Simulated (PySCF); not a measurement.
Compound: C₄H₉OSi (doublet state).
Structure used (GFN2-xTB), in Å, numbered top down from 1:
```xyz
15
C4H9OSi angstrom
C      3.042   -0.212    0.028
O      1.746   -0.510   -0.061
Si     0.434    0.203   -0.705
C     -1.035   -0.996   -0.817
C     -1.940    0.038   -0.120
C     -0.871    0.990    0.450
H      3.672   -0.951    0.482
H      3.438    0.624   -0.516
H      0.783    1.000   -1.882
H     -1.389   -1.296   -1.799
H     -0.918   -1.897   -0.219
H     -2.595   -0.390    0.638
H     -2.559    0.555   -0.851
H     -1.115    2.044    0.336
H     -0.697    0.806    1.509
```

The hyperfine couplings belong to this conformer and change with its torsions.

As a line formula: `[CH2]O[SiH]1CCC1` [radical].

The calculation used PySCF 2.14.0, UKS B3LYP, pcH-1 on C H O Si, non-relativistic, mean-field spin-orbit, GIAO. One conformer (not necessarily the lowest) at the GFN2-xTB geometry, without solvent, vibrations or thermal averaging. The geometry wasn't refined by DFT: couplings that depend on bond lengths, twists or pyramidal angles can differ widely from those at the functional's own minimum. The SCF solution wasn't tested for stability.

**Question.** Break the g tensor into its mass correction, gauge correction and orbital-Zeeman/spin–orbit terms.

**Answer.** 
```csv
Δg (ppm),1,2,3
relativistic mass correction,-179,-179,-179
gauge correction,-2,41,41
orbital Zeeman/spin–orbit,-11,1192,1870
total,-193,1053,1732
```

So g = 2.00213, 2.00337, 2.00405 and g_iso = 2.00318; the tensor is rhombic: the two nearest values differ by 35 % of g3 − g1. Axes: g3 points within 14° of the C1–H7 bond.

**Question.** How much does each term add to the isotropic shift?

**Answer.** The orbital-Zeeman/spin–orbit term 1017, the mass correction -179 and the gauge correction 26 ppm, for a total of 864 ppm. The orbital-Zeeman/spin–orbit term is the largest in size. The mass correction is the same along every axis, so the anisotropy comes from the other two: their spans along these axes are 43 (gauge) and 1881 ppm (orbital Zeeman/spin–orbit).

**Question.** What effective moment and Curie constant follow for a powder?

**Answer.** With the mean of g² = 4.0127 and S(S+1) = 0.75: μ_eff = √(⟨g²⟩S(S+1)) = 1.735 μB and χT = 0.12505·⟨g²⟩·S(S+1) = 0.376 cm³ K/mol (cgs; spin-Hamiltonian part alone).

**Question.** At 9.794 GHz, how far is the centre of the isotropic spectrum from where a free electron (g = 2.002319) resonates?

**Answer.** B = hν/(g μB) with μB/h = 13.99624 MHz/mT gives 349.47 mT for the free electron and 349.32 mT at g_iso, 0.15 mT lower.

**Question.** In a frozen sample, at which fields do the three g values resonate at 9.5, 34, 94 and 263 GHz (hyperfine left aside), and which band first spreads them over more than twice a line width of 1.0 mT?

**Answer.** 
```json
{"band": "X", "GHz": "9.5", "B(g3) mT": "338.69", "B(g2) mT": "338.81", "B(g1) mT": "339.02", "spread mT": "0.33"}
{"band": "Q", "GHz": "34.0", "B(g3) mT": "1212.16", "B(g2) mT": "1212.57", "B(g1) mT": "1213.32", "spread mT": "1.17"}
{"band": "W", "GHz": "94.0", "B(g3) mT": "3351.26", "B(g2) mT": "3352.39", "B(g1) mT": "3354.48", "spread mT": "3.22"}
{"band": "J", "GHz": "263.0", "B(g3) mT": "9376.38", "B(g2) mT": "9379.56", "B(g1) mT": "9385.40", "spread mT": "9.01"}
```

The spread grows in proportion to the frequency. W band is the first where it exceeds 2.0 mT.

The Mulliken spin populations are largest on C1 (+0.97) and O2 (+0.10). No atom but C1 exceeds +0.15. The angles at C1 add up to 358.7°, so it is planar; its axial dipolar tensor and the negative couplings of its protons fit spin in a p orbital normal to that plane.

The HOMO–LUMO gaps are 5.55 eV among the α and 6.51 eV among the β orbitals.
